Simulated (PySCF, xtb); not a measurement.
Br₂Cu, SMILES [Br][Cu-][Br], charge -1, multiplicity 1.

GFN2-xTB (xtb) at its own geometry gives an orbital gap of 8.10 eV.

Geometry: PBE0-D3(BJ)/def2-SVPD. The multiplicity is an assumed one; other spin states were not compared.

What does ωB97X/def2-TZVPD in PySCF give? (An estimate is asked for; the answer gives what the named calculation found.)

gap 9.26 eV (levels -4.87 and 4.38 eV).
